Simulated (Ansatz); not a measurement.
Basis sets compared for SiH(SiH3)3 (Si4H10). Charge 0, multiplicity 1. Geometry PBE-D4/def2-SVP. Ansatz on 4 threads of Intel Xeon on a shared host; times are rough, and most runs start from earlier orbitals.

```xyz
14

Si   -0.5321   -0.4220   -0.1796
H    -1.6761   -1.3292   -0.5649
Si    0.9712   -1.5752    1.2153
H     1.5726   -2.7549    0.4992
H     0.2798   -2.0627    2.4606
H     2.0801   -0.6381    1.6150
Si   -1.3531    1.4600    0.9690
H    -2.0182    1.0561    2.2578
H    -2.3467    2.2121    0.1236
H    -0.2009    2.3759    1.2884
Si    0.6096    0.2956   -2.1075
H     1.1333   -0.8800   -2.8890
H     1.7741    1.1547   -1.6907
H    -0.2935    1.1077   -2.9971
```

Binding counts from free atoms (Si triplet, H doublet) in the same basis, without a counterpoise term.

```csv
level,functions,energy (Eh),HOMO (eV),LUMO (eV),binding per atom (eV),wall time
HF/STO-3G,46,-1148.2476,-7.88,9.62,3.34,0.61 s
HF/6-31G,72,-1161.3011,-10.39,2.96,1.95,1.4 s
PBE-D4/def2-SVP,122,-1162.9863,-6.98,-0.91,2.92,3 s
PBE0-D4/def2-SVP,122,-1163.1151,-8.07,-0.12,2.92,5.5 s
```

Estimate the rows for PBE-D4/def2-TZVP, PBE0-D4/def2-TZVP.


```
            level  functions  energy (Eh)  HOMO (eV)  LUMO (eV)  binding per atom (eV)  wall time
 PBE-D4/def2-TZVP        208   -1163.3942      -6.95      -1.12                   2.93        6 s
PBE0-D4/def2-TZVP        208   -1163.5184      -8.00      -0.32                   2.94      8.1 s
```
